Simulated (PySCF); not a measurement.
Electron correlation in Tc²⁺ (technetium, charge +2)

[Kr] 4d4 5s1, high-spin 6D determinant (an excited configuration). Calculation: PySCF 2.14, in def2-TZVPPD with the def2 core potential (28 electrons) (6s4p3d2f1g, 56 functions); a scalar-relativistic core potential. Frozen: 4s2 4p6; 5 electrons correlated.

```json
{"level": "CCSD", "correlation energy (mhartree)": "-58.42"}
{"level": "(T)", "correlation energy (mhartree)": "-0.75"}
{"level": "CCSD(T)", "correlation energy (mhartree)": "-59.17"}
```

Diagnostics: T1 = 0.0035, D1 = 0.0108, largest double amplitude 0.025.

Cost of the coupled-cluster step: roughly 1.4 core-seconds, for 5 correlated electrons.
